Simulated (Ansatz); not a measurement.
One geometry of GaO₃, several levels of theory.

```yaml
crystal:
  periodic: [false, false, false]
  atoms:
    - {symbol: Ga, position_ang: [0.195422, 1.488776, -0.154305]}
    - {symbol: O, position_ang: [-0.660862, -0.271522, -0.887130]}
    - {symbol: O, position_ang: [-0.283333, -0.937990, 0.230515]}
    - {symbol: O, position_ang: [0.748773, -0.279264, 0.810929]}
basis:
  gaussian: {orbitals: def2-TZVP, initial_orbitals: start.molden}
magnetization: {spin_polarized: true, initial_magnetization: 1}
hamiltonian: {xc: {name: BHLYP}, dispersion: d4}
scf: {omitted_lower_state_checks: [starts]}
output: {orbitals: {seedname: orbitals}}
```

The file start.molden holds the orbitals of an earlier run on this structure, at another level or in another basis.

```sh
$ ansatz run in.yaml --threads 4 --pin off --events-out ev --progress --plain --max-ram 3916MiB
```

Shortened log:

```
Functional definition: BHLYP
984 factors; their error is unknown
mean field evaluation 1: about -58512.1010 eV, gradient 6.7e0 eV
mean field evaluation 2: about -58512.2241 eV, gradient 2.1e-1 eV
mean field evaluation 4: about -58512.6559 eV, gradient 2.9e-1 eV
mean field evaluation 8: about -58512.6561 eV, gradient 9.2e-6 eV
mean field -58512.65607287 eV, -2150.3004493752 hartree, gradient 9.2e-6 eV, S^2 0.762676; 0 other end points of the search recorded, 0 dependent functions left out
reference -58512.65620355 eV, -2150.3004541775 hartree; 28, 27 occupied and 113, 114 virtual orbitals, 984 factors
Total energy: -58512.75533587 eV, -2150.3040972233 hartree
Checks for a lower state left out: starts
```

Run time 2.8 s (4 threads of Arm Neoverse V2 on a shared host).

As the first input, with `hamiltonian: {xc: r2scan, dispersion: d4}` (abridged; 4.1 s):

```
Functional definition: r2SCAN
mean field -58513.91229387 eV, -2150.3466146456 hartree, gradient 2.0e-5 eV, S^2 0.758963
Total energy: -58513.92785776 eV, -2150.3471866078 hartree
Checks for a lower state left out: starts
```

First input, but with `hamiltonian: {xc: {name: PBE-QIDH}}` and without the key `output` (abridged; 4 s):

```
Functional definition: PBE-QIDH
mean field -58483.44563971 eV, -2149.2269857560 hartree, gradient 3.9e-6 eV, S^2 0.770462
12 core orbitals not correlated: weight in the atoms' cores, before any rotation towards them, 1.000 or more for the frozen orbitals, at most 0.000 for the correlated occupied ones
second order -28.35147596 eV of doubles, -0.00000000 eV of singles
Total energy: -58492.89614000 eV, -2149.5742852359 hartree
Checks for a lower state left out: starts
```

First input, but with `hamiltonian: {xc: pbe0, dispersion: d4}` (abridged; 2.3 s):

```
Functional definition: PBE0
mean field -58503.57870932 eV, -2149.9668624176 hartree, gradient 8.1e-5 eV, S^2 0.758453
Total energy: -58503.64058516 eV, -2149.9691363127 hartree
Checks for a lower state left out: starts
```

As the first input, with `hamiltonian: {xc: pbe, dispersion: d4}`, `output: {forces: true, orbitals: {seedname: orbitals}}` (abridged; 1.8 s):

```
Functional definition: PBE
mean field -58503.60151278 eV, -2149.9677004294 hartree, gradient 1.5e-5 eV, S^2 0.753294
Total energy: -58503.67662869 eV, -2149.9704608882 hartree
Atom 0 force     0.049538     0.524241    -0.041662 eV/Å
Atom 1 force    -0.269347    -0.051029    -0.464632 eV/Å
Atom 2 force    -0.189996    -0.415474     0.153266 eV/Å
Atom 3 force     0.409806    -0.057739     0.353028 eV/Å
Dipole moment:     0.053020     0.333351    -0.041971 e Å
Checks for a lower state left out: starts
```

As the first input, with `gaussian: {orbitals: def2-TZVPP, initial_orbitals: start.molden}`, `correlation: {method: ccsd_t}`, `scf: {omitted_lower_state_checks: [starts, cluster_reference]}` and without the key `hamiltonian` (abridged; 77 s):

```
Functional definition: HF
mean field -58442.78077815 eV, -2147.7325796573 hartree, gradient 2.5e-6 eV, S^2 0.787713
12 core orbitals not correlated: weight in the atoms' cores, before any rotation towards them, 1.000 or more for the frozen orbitals, at most 0.000 for the correlated occupied ones
second order -24.35330466 eV of doubles, -0.00000000 eV of singles
cycle   1  -23.23374834 eV  change     1.1e0 eV  update   1.6e-1
cycle   2  -24.26807206 eV  change    -1.0e0 eV  update   5.7e-2
cycle   3  -24.53066745 eV  change   -2.6e-1 eV  update   4.3e-2
cycle   4  -24.53286815 eV  change   -2.2e-3 eV  update   1.9e-2
cycle   5  -24.54030474 eV  change   -7.4e-3 eV  update   1.1e-2
cycle   6  -24.54933408 eV  change   -9.0e-3 eV  update   3.6e-3
cycle   7  -24.54943192 eV  change   -9.8e-5 eV  update   2.3e-3
cycle   8  -24.54986778 eV  change   -4.4e-4 eV  update   1.5e-3
cycle   9  -24.55017056 eV  change   -3.0e-4 eV  update   1.1e-3
cycle  10  -24.54934713 eV  change    8.2e-4 eV  update   5.8e-4
cycle  11  -24.54997839 eV  change   -6.3e-4 eV  update   3.3e-4
cycle  12  -24.55003509 eV  change   -5.7e-5 eV  update   1.7e-4
cycle  13  -24.55010915 eV  change   -7.4e-5 eV  update   8.4e-5
cycle  14  -24.55011939 eV  change   -1.0e-5 eV  update   4.0e-5
cycle  15  -24.55008187 eV  change    3.8e-5 eV  update   2.0e-5
perturbative correction -1.22759243 eV, -0.0451131896 hartree
Total energy: -58468.55845245 eV, -2148.6798917151 hartree
Checks for a lower state left out: starts, cluster_reference
```

Geometry: r2SCAN-D4/def2-TZVP.

Correlated methods freeze 12 core orbitals; core or outer-core shells of Ga are correlated, in sets that lack core-valence functions. The structure holds 2 bonds between oxygen atoms, so isomers without such links may lie far lower. Another isomer (doublet) lies 0.30 eV lower at PBE0-D4/def2-TZVP; other spin states weren't run for this one.
